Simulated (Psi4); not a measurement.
C2H3N3, charge -1, doublet, geometry from GFN2-xTB (a state made from the parent by changing its charge; the spin is typed, not shown lowest) (a gas-phase anion, which may not be bound at this level); HF/d-aug-cc-pVDZ (Psi4).

Psi4 was given this input:
```
memory 2 GB

molecule {
-1 2
  C     1.10860021   -0.01508195   -0.12797439
  N     0.44625517    1.13489611   -0.13199815
  C    -0.83601278    0.76774927    0.12797594
  N    -0.93232351   -0.66726295    0.22383552
  N     0.40632925   -1.13732239    0.03728586
  H     2.18355403   -0.05782841   -0.26050758
  H    -1.68976664    1.35226865   -0.19430976
  H    -1.57113837   -1.12261954   -0.44905469
}

set basis d-aug-cc-pvdz
set reference uhf
set s_tolerance 1e-5
set s_orthogonalization canonical

energy('scf')
print_variables()
```

The log (banner, timings and long lists left out):

```
   => Loading Basis Set <=

    Name: D-AUG-CC-PVDZ
    Role: ORBITAL
    Keyword: BASIS

         ---------------------------------------------------------
                                   SCF
               by Justin Turney, Rob Parrish, Andy Simmonett
                          and Daniel G. A. Smith
                              UHF Reference
         ---------------------------------------------------------

  ==> Geometry <==

    Molecular point group: c1
    Full point group: C1

    Geometry (in Angstrom), charge = -1, multiplicity = 2:

       Center              X                  Y                   Z               Mass
    ------------   -----------------  -----------------  -----------------  -----------------
         C            1.093119495204    -0.012582629933    -0.140971070199    12.000000000000
         N            0.430774455204     1.137395430067    -0.144994830199    14.003074004430
         C           -0.851493494796     0.770248590067     0.114979259801    12.000000000000
         N           -0.947804224796    -0.664763629933     0.210838839801    14.003074004430
         N            0.390848535204    -1.134823069933     0.024289179801    14.003074004430
         H            2.168073315204    -0.055329089933    -0.273504260199     1.007825032230
         H           -1.705247354796     1.354767970067    -0.207306440199     1.007825032230
         H           -1.586619084796    -1.120120219933    -0.462051370199     1.007825032230

  Running in c1 symmetry.

  Rotational constants: A =      0.32816  B =      0.31137  C =      0.16197 [cm^-1]
  Rotational constants: A =   9838.03658  B =   9334.60389  C =   4855.86340 [MHz]
  Nuclear repulsion =  161.782674523897612

  Charge       = -1
  Multiplicity = 2
  Electrons    = 37
  Nalpha       = 19
  Nbeta        = 18

  ==> Algorithm <==

  SCF Algorithm Type is DF.
  DIIS enabled.
  MOM disabled.
  Fractional occupation disabled.
  Guess Type is SAD.
  Energy threshold   = 1.00e-06
  Density threshold  = 1.00e-06
  Integral threshold = 1.00e-12

  ==> Primary Basis <==

  Basis Set: D-AUG-CC-PVDZ
    Blend: D-AUG-CC-PVDZ
    Number of shells: 81
    Number of basis functions: 199
    Number of Cartesian functions: 214
    Spherical Harmonics?: true
    Max angular momentum: 2

   => Loading Basis Set <=

    Name: (D-AUG-CC-PVDZ AUX)
    Role: JKFIT
    Keyword: DF_BASIS_SCF

  ==> Integral Setup <==

  SCF_SUBTYPE=INCORE selected. In-core MEM_DF algorithm will be used.
  Using in-core AOs.

  ==> MemDFJK: Density-Fitted J/K Matrices <==

    J tasked:                   Yes
    K tasked:                   Yes
    wK tasked:                   No
    Algorithm:                 Core
    Schwarz Cutoff:           1E-12
    Mask sparsity (%):       0.0000
    Fitting Condition:        1E-10

   => Auxiliary Basis Set <=

  Basis Set: (D-AUG-CC-PVDZ AUX)
    Blend: DEF2-UNIVERSAL-JKFIT
    Number of shells: 143
    Number of basis functions: 435
    Number of Cartesian functions: 517
    Spherical Harmonics?: true
    Max angular momentum: 4

    Using canonical orthogonalization.
  Minimum eigenvalue in the overlap matrix is 1.0491108384E-06.
  Reciprocal condition number of the overlap matrix is 6.5919191656E-08.
  Overall, 4 of 199 possible MOs eliminated.

  ==> Pre-Iterations <==

  SCF Guess: Superposition of Atomic Densities via on-the-fly atomic UHF (no occupation information).

   -------------------------
    Irrep   Nso     Nmo
   -------------------------
     A        199     195
   -------------------------
    Total     199     195
   -------------------------

  ==> Iterations <==

                           Total Energy        Delta E     RMS |[F,P]|

   @DF-UHF iter SAD:  -240.12127378217144   -2.40121e+02   0.00000e+00
   @DF-UHF iter   1:  -240.57958224627896   -4.58308e-01   2.72846e-03 ADIIS/DIIS
   @DF-UHF iter   2:  -240.65033485692840   -7.07526e-02   2.51947e-03 ADIIS/DIIS
   @DF-UHF iter   3:  -240.77755470314037   -1.27220e-01   5.39650e-04 ADIIS/DIIS
   @DF-UHF iter   4:  -240.78885533839644   -1.13006e-02   1.70375e-04 ADIIS/DIIS
   @DF-UHF iter   5:  -240.79094110437455   -2.08577e-03   1.00403e-04 ADIIS/DIIS
   @DF-UHF iter   6:  -240.79225839748210   -1.31729e-03   5.38687e-05 DIIS
   @DF-UHF iter   7:  -240.79342756912342   -1.16917e-03   4.18195e-05 DIIS
   @DF-UHF iter   8:  -240.79430483024427   -8.77261e-04   3.32050e-05 DIIS
   @DF-UHF iter   9:  -240.79489378040532   -5.88950e-04   2.89825e-05 DIIS
   @DF-UHF iter  10:  -240.79517435896531   -2.80579e-04   2.87781e-05 DIIS
   @DF-UHF iter  11:  -240.79526639862937   -9.20397e-05   2.90219e-05 DIIS
   @DF-UHF iter  12:  -240.79516074140537    1.05657e-04   2.83245e-05 DIIS
   @DF-UHF iter  13:  -240.79474043085014    4.20311e-04   2.38931e-05 DIIS
   @DF-UHF iter  14:  -240.79435052603102    3.89905e-04   1.70261e-05 DIIS
   @DF-UHF iter  15:  -240.79438955645446   -3.90304e-05   9.54092e-06 DIIS
   @DF-UHF iter  16:  -240.79441702408326   -2.74676e-05   5.61938e-06 DIIS
   @DF-UHF iter  17:  -240.79442932171563   -1.22976e-05   2.77747e-06 DIIS
   @DF-UHF iter  18:  -240.79443187764139   -2.55593e-06   1.73996e-06 DIIS
   @DF-UHF iter  19:  -240.79443305759651   -1.17996e-06   1.19273e-06 DIIS
   @DF-UHF iter  20:  -240.79443392172098   -8.64124e-07   7.12654e-07 DIIS
  Energy and wave function converged.

  ==> Post-Iterations <==

   @Spin Contamination Metric:   7.292093962E-06
   @S^2 Expected:                7.500000000E-01
   @S^2 Observed:                7.500072921E-01
   @S   Expected:                5.000000000E-01
   @S   Observed:                5.000000000E-01

    Orbital Energies [Eh]
    ---------------------

    Alpha Occupied:

[...]
      19A      0.004424

    Alpha Virtual:

[...]
    Beta Occupied:

[...]
    Beta Virtual:

[...]
    Final Occupation by Irrep:
              A
    DOCC [    18 ]
    SOCC [     1 ]
    NA   [    19 ]
    NB   [    18 ]

  @DF-UHF Final Energy:  -240.79443392172098

   => Energetics <=

    Nuclear Repulsion Energy =            161.7826745238976116
    One-Electron Energy =                -649.3292633787186787
    Two-Electron Energy =                 246.7521549331000585
    Total Energy =                       -240.7944339217209802

  UHF NO Occupations:
  HONO-2 :   17  A 1.9999992
  HONO-1 :   18  A 1.9999984
  HONO-0 :   19  A 1.0000000
  LUNO+0 :   20  A 0.0000016
  LUNO+1 :   21  A 0.0000008
  LUNO+2 :   22  A 0.0000005
  LUNO+3 :   23  A 0.0000004

Computation Completed

Properties will be evaluated at   0.000000,   0.000000,   0.000000 [a0]

Properties computed using the SCF density matrix

 Multipole Moments:

 ------------------------------------------------------------------------------------
     Multipole            Electronic (a.u.)      Nuclear  (a.u.)        Total (a.u.)
 ------------------------------------------------------------------------------------

 L = 1.  Multiply by 2.5417464519 to convert [e a0] to [Debye]
 Dipole X            :          8.5937378           -1.0531553            7.5405825
 Dipole Y            :         -1.1866760            0.1700291           -1.0166469
 Dipole Z            :          2.9763174           -0.8841662            2.0921512
 Magnitude           :                                                    7.8912009

 ------------------------------------------------------------------------------------

  Variable Map:
  ----------------------------------------------------------------------------
[...]
  Array Variable Map:
  ----------------------------------------------------------------------------
[...]
[...]
```
